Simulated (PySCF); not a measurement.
C₄H₄OSe, SMILES c1occ(c1)[SeH]. Atoms are numbered in the order given.

```xyz
10

Se     1.5246     0.1079    -0.4259
C     -0.3066    -0.0005     0.1061
C     -1.2853     1.0554     0.1750
C     -2.4666     0.4472     0.5204
O     -2.2909    -0.9012     0.6564
C     -0.9795    -1.1655     0.4078
H      1.9869     0.7969     0.8108
H     -1.1170     2.1208    -0.0141
H     -3.4828     0.8148     0.6965
H     -0.6658    -2.2116     0.4791
```
Charge 0, spin multiplicity 1.

Coordinates come from a PBE-D3(BJ)/def2-SVP optimisation. The values are those of a single conformer.

These are PySCF 2.14.0 with TDA-B3LYP/def2-SVPD values and carry that method's errors.

Vertical excitations. Gas-phase values at a fixed geometry.

Computed lowest excited states:
```
state  energy (eV)  λ (nm)      f                                                                  main pairs
-----  -----------  ------  -----  --------------------------------------------------------------------------
S1            4.85     256  0.009                                            HOMO→LUMO 60 %, HOMO→LUMO+1 26 %
S2            5.23     237  0.003                          HOMO→LUMO+1 59 %, HOMO−1→LUMO 18 %, HOMO→LUMO 16 %
S3            5.47     227  0.017                                                            HOMO→LUMO+2 91 %
S4            5.59     222  0.024                        HOMO−1→LUMO+1 51 %, HOMO−1→LUMO 28 %, HOMO→LUMO 11 %
S5            6.00     207  0.013                                                          HOMO−1→LUMO+2 89 %
S6            6.25     198  0.036                                                            HOMO→LUMO+3 79 %
S7            6.39     194  0.162        HOMO−1→LUMO 35 %, HOMO−1→LUMO+1 32 %, HOMO→LUMO 9 %, HOMO→LUMO+1 8 %
S8            6.59     188  0.005                                        HOMO→LUMO+4 44 %, HOMO−1→LUMO+3 43 %
S9            6.65     186  0.025    HOMO−2→LUMO 39 %, HOMO→LUMO+4 24 %, HOMO−1→LUMO+3 11 %, HOMO→LUMO+3 10 %
S10           6.76     183  0.048  HOMO−2→LUMO+1 50 %, HOMO−2→LUMO 15 %, HOMO−1→LUMO+3 12 %, HOMO→LUMO+4 10 %
T1            3.88     319      0       HOMO→LUMO 40 %, HOMO−1→LUMO 30 %, HOMO−1→LUMO+1 17 %, HOMO→LUMO+1 8 %
T2            4.44     279      0                          HOMO→LUMO+1 42 %, HOMO→LUMO 36 %, HOMO−1→LUMO 14 %
T3            4.93     251      0       HOMO−1→LUMO+1 37 %, HOMO→LUMO+2 13 %, HOMO−2→LUMO 11 %, HOMO→LUMO 7 %
T4            5.01     247      0                                                            HOMO→LUMO+2 70 %
```
Triplets are in the Tamm–Dancoff approximation.
